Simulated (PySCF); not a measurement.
**Excitation energy of Cr²⁺ by level of theory**

Cr²⁺ [Ar] 3d4 (5D) → Cr²⁺ [Ar] 3d3 4s1 (5F), as a difference of total energies. All numbers are calculated (PySCF 2.14, no relativity, point nucleus, in aug-cc-pVTZ with one added diffuse shell each of s, p, d, f, g type (9s8p6d4f3g, 118 functions)). Correlated levels: valence: [Ar] frozen. The calculations carry no spin-orbit coupling.

```tsv
method	excitation energy (eV)
UHF	6.067
LDA	6.818
PBE0	6.655
TPSS	6.601
wB97X	6.960
TPSSh	6.633
MP2 (valence)	6.461
SCS-MP2 (valence)	6.199
```

Question: Estimate what PBE gives.

Answer: 6.584 eV, closest to TPSS among the rows shown.

Question: Estimate what r2SCAN gives.

Answer: 6.459 eV, closest to MP2 (valence) among the rows shown.

A first-order spin-orbit estimate (lowest level to lowest level, LS coupling) adds -0.025 eV.
